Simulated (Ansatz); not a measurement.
Mulliken charges of AlFGeH₂O (`[F][GeH]1[O][AlH]1`) from B3LYP/def2-TZVPP in Ansatz (PBE0-D4/def2-TZVP geometry).

```
atom   x (Å)   y (Å)   z (Å)  charge (e)
  F1   1.350  -1.720   0.671      -0.386
 Ge2   0.896  -0.291  -0.227       0.582
  O3  -0.925  -0.421  -0.575      -0.461
 Al4  -0.973   0.916   0.477       0.342
  H5   1.713  -0.435  -1.527      -0.020
  H6  -2.020   1.887   1.134      -0.057
```

Q: By hand: the dipole of these point charges (1 e Å = 4.8032 D).

A: Σ q r = (0.175, 0.903, 0.003) e Å, of length 0.920 e Å = 4.42 D.

Q: How does the dipole of the full density compare? (An estimate is asked.)

A: Ansatz gave: (-0.152, 0.753, 0.092) e Å, 3.72 D; the point charges give 1.19 times that, at 23° from its direction.

Point charges leave out the atoms' own dipoles, such as those of lone pairs, and Mulliken's split depends on the basis, so the two needn't agree.

B3LYP here is the variant with VWN-RPA as its local correlation; programs differ in this.
